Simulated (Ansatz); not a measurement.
Calculated with Ansatz (gas phase, PBE0-D4/def2-TZVP geometries, no zero-point term in ΔE). CCSD(T)/CBS is the MP2 limit (def2-TZVPP, def2-QZVPP) plus CCSD(T) − MP2 in def2-TZVPP, frozen cores. DFT in def2-TZVPP. def2 core potentials past Kr. For In, Sn outer-core shells are correlated without core-valence functions, which leaves a few kJ/mol of doubt a bond. One conformer a species, not always the lowest.

Consider the ligand exchange at the Si–O bond: `[SiH3][O][In]([SH])[Cl]` + `[NH2][SnH2][OH]` → `[OH][SnH2][NH][SiH3]` + `[OH][In]([SH])[Cl]`.

```csv
level,ΔE (kJ/mol)
PBE-D4,26.8
PBE0,31.7
SCS-MP2/def2-TZVPP,37.4
CCSD(T)/def2-TZVPP,35.8
MP2/def2-QZVPP,35.0
SCS-MP2/def2-QZVPP,37.7
MP2/CBS(def2),34.6
CCSD/CBS(def2),37.7
```

Q: What does CCSD(T)/CBS give? (An estimate is asked.)

A: The calculation gave: +35.8 kJ/mol. The listed levels differ from it by -9.0, -4.1, 1.6, 0.0, -0.8, 1.9, -1.2, 1.9 kJ/mol.

Largest T1 diagnostic among the species: 0.015.

In def2-TZVPP, CCSD(T) changes the Hartree–Fock value by −13.2 kJ/mol (the triples alone add −1.9 kJ/mol) and MP2 by −14.4 kJ/mol. From PBE to PBE0 (25 % exact exchange), in def2-TZVPP and without D4, ΔE moves by +3.7 kJ/mol.
